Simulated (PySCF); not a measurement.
Geometry:
```json
{"atom": "C1", "x (Å)": "3.441", "y (Å)": "0.209", "z (Å)": "-0.020"}
{"atom": "C2", "x (Å)": "1.936", "y (Å)": "0.364", "z (Å)": "0.043"}
{"atom": "O3", "x (Å)": "1.392", "y (Å)": "0.924", "z (Å)": "0.988"}
{"atom": "N4", "x (Å)": "1.231", "y (Å)": "-0.158", "z (Å)": "-0.984"}
{"atom": "B5", "x (Å)": "-0.258", "y (Å)": "-0.020", "z (Å)": "-1.137"}
{"atom": "S6", "x (Å)": "-1.128", "y (Å)": "-0.653", "z (Å)": "0.570"}
{"atom": "C7", "x (Å)": "-2.731", "y (Å)": "-1.180", "z (Å)": "-0.059"}
{"atom": "C8", "x (Å)": "-1.601", "y (Å)": "0.856", "z (Å)": "1.423"}
{"atom": "H9", "x (Å)": "3.844", "y (Å)": "0.695", "z (Å)": "-0.922"}
{"atom": "H10", "x (Å)": "3.723", "y (Å)": "-0.855", "z (Å)": "-0.058"}
{"atom": "H11", "x (Å)": "3.884", "y (Å)": "0.669", "z (Å)": "0.871"}
{"atom": "H12", "x (Å)": "1.748", "y (Å)": "-0.698", "z (Å)": "-1.664"}
{"atom": "H13", "x (Å)": "-0.700", "y (Å)": "1.116", "z (Å)": "-1.231"}
{"atom": "H14", "x (Å)": "-0.700", "y (Å)": "-0.805", "z (Å)": "-1.961"}
{"atom": "H15", "x (Å)": "-2.576", "y (Å)": "-2.118", "z (Å)": "-0.606"}
{"atom": "H16", "x (Å)": "-3.420", "y (Å)": "-1.350", "z (Å)": "0.779"}
{"atom": "H17", "x (Å)": "-3.132", "y (Å)": "-0.419", "z (Å)": "-0.744"}
{"atom": "H18", "x (Å)": "-2.177", "y (Å)": "0.606", "z (Å)": "2.324"}
{"atom": "H19", "x (Å)": "-2.179", "y (Å)": "1.496", "z (Å)": "0.743"}
{"atom": "H20", "x (Å)": "-0.647", "y (Å)": "1.337", "z (Å)": "1.675"}
```

Geometry: PBE0-D3(BJ)/def2-SVP; GIAO absolute shieldings from PySCF 2.14.0 with density-fitted response routines, gas phase, non-relativistic, averaged over equivalent atoms.

At PBE0/pcSseg-1 (203 basis functions, 120 s wall time (100 s CPU) on 1 thread of an Intel Xeon, shared host):
```json
{"atoms": "C2", "σ (ppm)": "7.8"}
{"atoms": "C7/C8", "σ (ppm)": "156.0"}
{"atoms": "C1", "σ (ppm)": "159.8"}
{"atoms": "O3", "σ (ppm)": "-100.5"}
{"atoms": "N4", "σ (ppm)": "129.4"}
{"atoms": "B5", "σ (ppm)": "110.6"}
{"atoms": "S6", "σ (ppm)": "526.4"}
{"atoms": "H12", "σ (ppm)": "26.76"}
{"atoms": "H13/H14", "σ (ppm)": "28.47"}
{"atoms": "H15/H16/H17/H18/H19/H20", "σ (ppm)": "29.01"}
{"atoms": "H9/H10/H11", "σ (ppm)": "29.43"}
```

Predict the values at mPW1PW91/pcSseg-1 on the same geometry.

Answers


```
                  atoms  σ at mPW1PW91/pcSseg-1  change
                     C2                     6.7    -1.1
                  C7/C8                   155.2    -0.8
                     C1                   158.7    -1.1
                     O3                  -100.6    -0.1
                     N4                   128.4    -1.0
                     B5                   110.4    -0.2
                     S6                   523.0    -3.4
                    H12                   26.82   +0.06
                H13/H14                   28.54   +0.07
H15/H16/H17/H18/H19/H20                   29.06   +0.05
             H9/H10/H11                   29.47   +0.04
```

The largest change is at S6 (sulfur bonded to 2 C, B). Cost: 203 basis functions, 110 s wall time (92 s CPU) on 1 thread of an Intel Xeon, shared host. The order of the carbon signals is the same at both levels.

The C=O carbon of an acid or of an amide with N–H lies up to 10 ppm further downfield in solution, through hydrogen bonding that the calculation lacks.
